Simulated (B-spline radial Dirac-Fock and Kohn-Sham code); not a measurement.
Ba¹⁶⁺: eigenvalues, ΔSCF and the reference

System: barium as Ba¹⁶⁺ in the configuration [Kr] 4d4.

The density-functional columns are spherical, spin-unpolarised Dirac-Kohn-Sham results without Breit or QED terms: −ε is minus the orbital energy of the initial state and ΔSCF the difference of two total energies. The reference in the last column comes from Dirac-Fock ΔSCF + Breit + QED. All numbers are from a B-spline atomic structure program, in eV; a selection of levels is shown. The Kohn-Sham columns are given as differences from the reference. For the 1s level of heavy atoms much of the gap between ΔSCF and the reference is the Breit and QED part, -139.3 eV here; for other levels the error of the functional can be larger.

```
     level  LDA −ε − DF  LDA ΔSCF − DF  Dirac-Fock
    K (1s)       -271.2         +127.8     37829.6
   L1 (2s)       -136.5          -54.9      6383.5
L2 (2p1/2)       -104.2           -4.8      6013.9
L3 (2p3/2)       -108.4          -15.7      5636.6
   M1 (3s)        -72.1          -38.9      1668.8
M2 (3p1/2)        -59.1          -24.7      1514.2
M3 (3p3/2)        -58.3          -25.1      1439.0
M4 (3d3/2)        -38.5           -1.9      1171.0
M5 (3d5/2)        -38.9           -2.8      1155.4
   N1 (4s)        -28.2          -11.1       597.2
N2 (4p1/2)        -19.2           -2.4       534.6
N3 (4p3/2)        -19.3           -2.9       516.6
 N4,5 (4d)        -14.1           +1.8       419.7
```

Values without a named source are computed, but for edge energies of neutral atoms, which are taken from tables.
